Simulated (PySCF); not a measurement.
**Bond length, frequency and bond energy of NaZn⁻ by level of theory**

State: ¹Σ⁺ (singlet), closed shell. Set-up: Na def2-SVPD, Zn def2-SVPD; no relativity (PySCF 2.14). De refers to Na⁻ + Zn in their ground configurations, without counterpoise correction. A positive dipole points towards Zn; it is taken about the centre of mass and depends on that origin. Levels whose curve was spin-contaminated or gave no clean fit are not listed.

```csv
Level,Re (Å),ωe (cm⁻¹),De (eV),μ (D)
RHF-MP2,3.543,60.7,n/a,n/a
RHF-SCS-MP2,3.730,42.6,n/a,n/a
RHF-CCSD(T),3.635,46.8,0.107,n/a
PBE,3.300,89.7,0.380,8.98
TPSS,3.339,86.5,0.320,9.42
r²SCAN,3.286,94.1,n/a,8.76
r²SCANh,3.336,88.3,n/a,8.84
PBE0,3.456,74.7,0.296,9.37
MN15,3.216,109,n/a,6.51
ωB97X,3.567,62.9,0.243,9.81
```

The bond length runs from 3.216 Å (MN15) to 3.730 Å (RHF-SCS-MP2). De spans 0.11 eV (RHF-CCSD(T), coupled cluster) to 0.38 eV (PBE, GGA).

Correlated steps freeze 6 core orbitals. Closed-shell solutions of metal pairs were not tested for spin polarisation, which can lower them a little. The bond is weak. Basis-set superposition, not corrected here, can be much of De in a small basis, most of all at correlated wavefunction levels. For an ion De counts to the pair picked by the measured ionisation energies or electron affinities, which need not be the lowest pair at this level. The highest Kohn–Sham level is positive in this anion. Much of that is self-interaction error, but it also means that the finite basis helps to hold the extra electron.

The whole job (state search and all levels along the bond) took about 3 min on 1 thread of Arm Neoverse V1 (shared host), peak memory 0.67 GiB.
